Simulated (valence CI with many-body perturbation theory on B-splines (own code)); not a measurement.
**Questions on Nb20+**

Level of theory: valence CI with perturbative core correlation (CI+MBPT): three valence electrons over a frozen Dirac-Fock core [Ar], a basis of 7 s, 7 p, 8 d, 6 f, 4 g, 1 h functions for each j, with the one-electron correlation potential Σ1 (screened to all orders), the two-electron term Σ2, the three-electron term Σ3, Breit, model QED; selected single and double excitations, second order for the rest, scaled by the run's own slope (own B-spline code, finite nucleus).

No measured spectrum was set against this ion. As an estimate, terms of the open shell hold to 2 to 4 % of their energy, and close levels can change places. Only levels of the ground parity were solved; by the run's estimate the other parity begins above the list, which can be wrong where configurations are misplaced.

Names give the largest LS component (configuration and term), which can be under half, so a name can repeat, a term be missing and a line seem to break the LS rules; names also repeat where a configuration has a term twice.

Rates and lifetimes use the calculated energies. Strong lines usually hold to 10 to 20 %, long lifetimes can be off by a factor of two.

(1) What is the ground level?

(2) How well does LS coupling describe the low levels?

(3) How is the term 4F of the ground level split?

(4) What is the ionisation energy?

Results:

(1) 3d3 4F_3/2, composition 91 % 3d3 4F + 8 % 3d3 2D, g = 0.438.

(2) Among the lowest 19 levels the leading LS term, summed over configurations, holds 81 % on average. For single configurations the figures are 81 % in LS and 72 % in jj coupling. Terms mix most in the J = 9/2 level at 14.264 eV, where the leading one holds 49 %.

(3) J = 3/2 at 0.000, J = 5/2 at 1.790, J = 7/2 at 3.507, J = 9/2 at 4.967 eV.

(4) 877.09 eV; NIST lists 877 ± 4 eV (theoretical).
